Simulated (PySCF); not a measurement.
Start geometry of H6O4SiZr ((OH)3Zr-O-SiH3) from GFN2-xTB (Å):
```
atom  x, y, z in Å
Zr1   -0.8068   -0.2577   -0.1307
O2    -0.5931    1.2959   -1.2695
O3    -2.3996   -1.1841   -0.8000
O4    -1.3012    0.4284    1.5570
O5     0.7615   -1.2101   -0.0664
Si6    2.0796   -0.3048    0.2169
H7     0.1940    1.9015   -1.1031
H8    -3.0089   -0.7734   -1.3080
H9    -2.2714    0.1675    1.9653
H10    1.7482    0.8357    1.1620
H11    3.0742   -1.1978    0.8716
H12    2.6389    0.2160   -1.0440
```

**Question.** What comes out of this run: PBE0-D3(BJ)/def2-SVP geometry optimisation, gas phase, def2 core potentials past Kr in PySCF?

**Answer.** 
```
atom  x, y, z in Å
Zr1   -1.043    0.226   -0.155
O2    -1.104    1.865   -1.157
O3    -1.972   -1.160   -1.111
O4    -1.832    0.484    1.579
O5     0.832   -0.294    0.082
Si6    2.431   -0.600    0.349
H7    -1.216    2.674   -1.651
H8    -2.486   -1.815   -1.578
H9    -2.312    0.628    2.392
H10    2.982    0.340    1.375
H11    2.622   -2.000    0.840
H12    3.215   -0.430   -0.914
```

The energy falls by 39.2 kcal/mol over 18 energy and gradient evaluations, the largest force component goes from 0.0955 to 3.6e-04 Eh/bohr, and the atoms move by 0.943 Å rms after alignment. The bond that changes most is O4–H9 (ends: oxygen bonded to Zr and H; hydrogen on oxygen), which shortens by 0.130 Å. Bonds longer at the end by more than 0.005 Å: 6 of 11; shorter: 5. Among the angles that change most is Zr1–O5–Si6, from 114.2° to 174.8°. Rotational constants go from 3062, 1244, 1231 to 2708, 962.7, 961.8 MHz. The orientation of the end geometry is arbitrary; only internal coordinates are fixed.

The run used 135 basis functions and 130 SCF cycles in all. On Arm Neoverse V1, one thread, on a shared host, this took 3.1 min and 0.55 GiB of memory at its peak.

PBE0-D3(BJ)/def2-SVP frequencies: not computed here.
